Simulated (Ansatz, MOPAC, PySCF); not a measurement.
C2H6GeO3, SMILES `C=[CH][Ge]([OH])([OH])[OH]`, neutral singlet in the gas phase. 

Cartesian coordinates (Å):
```xyz
12

C      1.9480    -0.8245    -0.4899
C      1.2374    -0.1864     0.4470
Ge    -0.6313     0.1991     0.1912
O     -1.7001    -0.6347     1.3354
O     -1.0084    -0.3155    -1.4705
O     -1.0835     1.9071     0.4415
H      3.0129    -1.0458    -0.3551
H      1.4877    -1.1522    -1.4273
H      1.7097     0.1342     1.3823
H     -2.3194    -0.0109     1.7398
H     -1.9368    -0.5673    -1.5644
H     -0.7163     2.4969    -0.2301
```
Charge 0, spin multiplicity 1.

All levels are single points at this geometry (B3LYP-D3(BJ)/def2-SVP); Pople sets use spherical d functions. Orbital energies aren't observables, and empty levels follow the basis.

```csv
level,HOMO (eV),LUMO (eV),gap (eV),dipole (D),"vertical IE, Delta-SCF (eV)"
B3LYP-D3(BJ)/def2-TZVP in Ansatz,-8.05,-0.98,7.07,1.11,10.24
CAM-B3LYP-D3(BJ)/def2-TZVP in Ansatz,-9.67,0.39,10.06,1.14,–
PBE-D3(BJ)/def2-TZVP in Ansatz,-6.90,-1.74,5.16,1.05,9.72
B3LYP/6-31G* in PySCF,-7.72,-0.51,7.21,1.16,9.97
HF/6-31G* in PySCF,-10.62,3.52,14.14,1.32,9.09
AM1 in MOPAC,-10.77,0.33,11.11,1.12,–
PM3 in MOPAC,-10.44,0.19,10.62,1.02,–
PM6 in MOPAC,-10.83,0.16,10.99,1.49,–
PM7 in MOPAC,-10.28,-0.56,9.72,2.02,–
```

Ansatz is a program for electronic structure.
